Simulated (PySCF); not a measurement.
Compound: C7H10.
SMILES with atom numbers: `[CH2:1]=[C:2]1[CH2:3][CH2:4]/[C:5]1=[CH:6]/[CH3:7]` (hydrogens: H8, H9 on C1; H10, H11 on C3; H12, H13 on C4; H14 on C6; H15, H16, H17 on C7)

The same species was optimised twice, with GFN2-xTB and with PBE0-D3(BJ)/def2-SVP (PySCF), and the same property calculations (PySCF, gas phase) were run on both structures.

```json
{"coordinate": "C2–C5 (Å)", "GFN2-xTB": "1.464", "PBE0-D3(BJ)/def2-SVP": "1.479", "change": "+0.015"}
{"coordinate": "C1=C2 (Å)", "GFN2-xTB": "1.324", "PBE0-D3(BJ)/def2-SVP": "1.338", "change": "+0.014"}
{"coordinate": "C5=C6 (Å)", "GFN2-xTB": "1.328", "PBE0-D3(BJ)/def2-SVP": "1.340", "change": "+0.012"}
{"coordinate": "C3–C4 (Å)", "GFN2-xTB": "1.542", "PBE0-D3(BJ)/def2-SVP": "1.552", "change": "+0.010"}
{"coordinate": "C2–C3 (Å)", "GFN2-xTB": "1.511", "PBE0-D3(BJ)/def2-SVP": "1.520", "change": "+0.009"}
{"coordinate": "C4–C5 (Å)", "GFN2-xTB": "1.513", "PBE0-D3(BJ)/def2-SVP": "1.520", "change": "+0.007"}
{"coordinate": "C6–C7 (Å)", "GFN2-xTB": "1.492", "PBE0-D3(BJ)/def2-SVP": "1.491", "change": "-0.001"}
{"coordinate": "C2–C5–C6 (°)", "GFN2-xTB": "137.2", "PBE0-D3(BJ)/def2-SVP": "136.2", "change": "-1.0"}
{"coordinate": "C4–C5–C6 (°)", "GFN2-xTB": "131.4", "PBE0-D3(BJ)/def2-SVP": "132.3", "change": "+0.9"}
{"coordinate": "C1–C2–C3 (°)", "GFN2-xTB": "131.6", "PBE0-D3(BJ)/def2-SVP": "132.3", "change": "+0.7"}
{"coordinate": "C1–C2–C5 (°)", "GFN2-xTB": "136.8", "PBE0-D3(BJ)/def2-SVP": "136.5", "change": "-0.3"}
{"coordinate": "C3–C2–C5 (°)", "GFN2-xTB": "91.5", "PBE0-D3(BJ)/def2-SVP": "91.2", "change": "-0.3"}
{"coordinate": "C2–C3–C4 (°)", "GFN2-xTB": "88.5", "PBE0-D3(BJ)/def2-SVP": "88.7", "change": "+0.2"}
{"coordinate": "C5–C6–C7 (°)", "GFN2-xTB": "126.4", "PBE0-D3(BJ)/def2-SVP": "126.3", "change": "-0.1"}
{"coordinate": "C2–C5–C4 (°)", "GFN2-xTB": "91.4", "PBE0-D3(BJ)/def2-SVP": "91.5", "change": "+0.1"}
```

Rotational constants: A = 4210, B = 2257, C = 1512 MHz (GFN2-xTB) against A = 4139, B = 2239, C = 1496 MHz (PBE0-D3(BJ)/def2-SVP).

On the GFN2-xTB structure: lowest singlet, TDDFT (eV) 5.25 [wB97X-D/def2-SVPD]; lowest triplet, Tamm–Dancoff (eV) 3.07 [wB97X-D/def2-SVPD]; isotropic polarisability (au) 85.0 [wB97X-D/def2-SVPD]; HOMO (eV) -8.07 [wB97X-D/def2-SVPD]; LUMO (eV) 0.86 [wB97X-D/def2-SVPD]; dipole (D) 0.36 [wB97X-D/def2-SVPD]; HOMO (eV) -6.30 [PBE0/pcSseg-1]; LUMO (eV) -0.83 [PBE0/pcSseg-1]; dipole (D) 0.36 [PBE0/pcSseg-1]; GIAO shielding of C1 (ppm) 73.1 [PBE0/pcSseg-1]; GIAO shielding of C2 (ppm) 31.5 [PBE0/pcSseg-1]; GIAO shielding of C3 (ppm) 158.8 [PBE0/pcSseg-1]; GIAO shielding of C4 (ppm) 159.1 [PBE0/pcSseg-1]; GIAO shielding of C5 (ppm) 42.4 [PBE0/pcSseg-1]; GIAO shielding of C6 (ppm) 56.2 [PBE0/pcSseg-1]; GIAO shielding of C7 (ppm) 168.7 [PBE0/pcSseg-1].

Q: What do these properties become on the PBE0-D3(BJ)/def2-SVP structure?

A: 
```csv
property,level,on GFN2-xTB,on PBE0-D3(BJ)/def2-SVP,change
"lowest singlet, TDDFT (eV)",wB97X-D/def2-SVPD,5.25,5.18,-0.07
"lowest triplet, Tamm–Dancoff (eV)",wB97X-D/def2-SVPD,3.07,3.00,-0.07
isotropic polarisability (au),wB97X-D/def2-SVPD,85.0,86.9,+1.9
HOMO (eV),wB97X-D/def2-SVPD,-8.07,-8.06,+0.01
LUMO (eV),wB97X-D/def2-SVPD,0.86,0.80,-0.06
dipole (D),wB97X-D/def2-SVPD,0.36,0.36,0.00
"energy, GFN2-xTB geometry as zero (kcal/mol)",wB97X-D/def2-SVPD,0.0,-1.1,-1.1
HOMO (eV),PBE0/pcSseg-1,-6.30,-6.28,+0.02
LUMO (eV),PBE0/pcSseg-1,-0.83,-0.89,-0.06
dipole (D),PBE0/pcSseg-1,0.36,0.35,-0.01
"energy, GFN2-xTB geometry as zero (kcal/mol)",PBE0/pcSseg-1,0.0,-0.5,-0.5
GIAO shielding of C1 (ppm),PBE0/pcSseg-1,73.1,69.9,-3.2
GIAO shielding of C2 (ppm),PBE0/pcSseg-1,31.5,27.6,-3.9
GIAO shielding of C3 (ppm),PBE0/pcSseg-1,158.8,155.5,-3.3
GIAO shielding of C4 (ppm),PBE0/pcSseg-1,159.1,156.1,-3.0
GIAO shielding of C5 (ppm),PBE0/pcSseg-1,42.4,38.2,-4.2
GIAO shielding of C6 (ppm),PBE0/pcSseg-1,56.2,54.3,-1.9
GIAO shielding of C7 (ppm),PBE0/pcSseg-1,168.7,167.0,-1.7
```

The heavy atoms differ by 0.017 Å rms after alignment. Among bonds between heavy atoms C1=C2 and C2–C5 change most and about equally (+0.014 to +0.015 Å). Changes are differences of the printed values. Neither structure is proved a minimum here.

wB97X-D is run here without its empirical dispersion term; that term would change no orbital, density or response property at a fixed geometry.
